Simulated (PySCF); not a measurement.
Compound: C5H14N2Si2.
Atom-mapped SMILES: `[CH3:1]/[CH:2]=[CH:3]/[Si@H:4]1[CH2:5][CH2:6][NH:7][SiH2:8][NH:9]1`

Definitions: NICS(0) = −σiso at the ring centroid; NICS(1) = −σiso and NICS(1)zz = −σzz at ±1 Å along the ring normal z. Level: GIAO PBE0/pcSseg-1 (PySCF, non-relativistic, gas phase) on the GFN2-xTB geometry, one conformer.

Ring bond lengths (Å), with Mayer bond orders in brackets: Si4–C5 1.904 (0.90), C5–C6 1.532 (1.02), C6–N7 1.446 (0.97), N7–Si8 1.720 (1.02), Si8–N9 1.738 (0.94), N9–Si4 1.732 (0.95).

Question: What do the NICS probes read (ppm)?

Answer: 
| ring | type | NICS(0) | NICS(1), two faces | NICS(1)zz, two faces | rms pucker (Å) | centre to ring atoms, mean (Å) |
| --- | --- | --- | --- | --- | --- | --- |
| Si4–C5–C6–N7–Si8–N9 | 6-membered ring with 2 N and 2 Si; formal bonds all single | -1.5 | -0.9 / -1.5 | 3.0 / 4.9 | 0.21 | 1.63 |

Question: What can be read from them?

Answer: 
- Si4–C5–C6–N7–Si8–N9: mean NICS(1)zz 3.9 ppm, deshielded. Si4, C5, C6, Si8 have four or more neighbours, and the NICS criterion for π rings isn't applied.

Question: At the second NICS(1) probe listed for ring Si4–C5–C6–N7–Si8–N9, 1 Å off the ring, how large is the induced field along the normal in 11.7 T applied along it?

Answer: NICSzz × B0 = 4.9 ppm × 11.7 T = 57 μT, along the applied field.
